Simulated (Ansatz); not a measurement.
The first iterations of a band of ClH$_{5}$O$_{3}$SZr (11 atoms, charge 0, multiplicity 1).

All numbers below come from RKS B3LYP-D4/def2-SVP (Ansatz).

| Quantity | Value |
| --- | --- |
| movable images | 5 |
| climbing image | yes |
| spring | 5.0 eV/Å² |
| optimiser | quadratic models (default) |
| start path | through a guess of the saddle point |
| force threshold | 0.05 eV/Å |
| iteration limit | 60 |
| end points | relaxed |

Initial state:

```xyz
11
Properties=species:S:1:pos:R:3
Zr -0.023 -0.123 0.262
Cl -0.118 -0.347 2.678
O 1.738 -0.331 -0.563
H 2.179 -0.933 -1.170
O -1.132 1.285 -0.457
H -1.631 1.873 -1.026
O -0.895 -1.741 -0.288
H -1.475 -2.473 -0.506
S 1.584 2.346 1.112
H 2.606 1.638 1.644
H 1.023 2.562 2.324
```

Final state:

```xyz
11
Properties=species:S:1:pos:R:3
Zr -0.140 0.424 -0.202
Cl 2.340 -0.992 2.447
O 1.624 -0.210 -0.679
H 2.264 -0.749 -0.193
O -0.814 1.495 -1.649
H -1.234 1.944 -2.385
O -1.309 -0.971 0.402
H -1.834 -1.740 0.635
S 0.198 1.820 1.885
H 1.137 2.613 1.310
H 1.623 0.122 2.437
```

| iteration | highest image above the first end (eV) | largest band force component (eV/Å) |
| --- | --- | --- |
| 1 | 4.473 | 16.553 |
| 2 | 1.935 | 6.289 |
| 3 | 1.450 | 2.745 |
| 4 | 1.199 | 1.819 |
| 5 | 1.028 | 1.339 |
| 6 | 0.967 | 1.255 |
| 7 | 0.917 | 0.885 |
| 8 | 0.861 | 0.707 |
| 9 | 0.818 | 0.725 |
| 10 | 0.789 | 0.497 |
| 11 | 0.805 | 0.460 |
| 12 | 0.816 | 0.339 |

Q: Does the band converge within its limit, and where does its top end?

A: The forces met the threshold. It ended after 37 iterations with the highest image 0.846 eV above the first end. A vibrational analysis at the climbing image gives one clearly imaginary mode, 206i cm⁻¹: a first-order saddle point. The orbitals stay closed-shell, which can raise the energy where a bond breaks towards radicals; this wasn't checked here.

Run time: 7.5 min on 4 threads of Arm Neoverse V2 (shared host), peak memory 0.39 GiB.
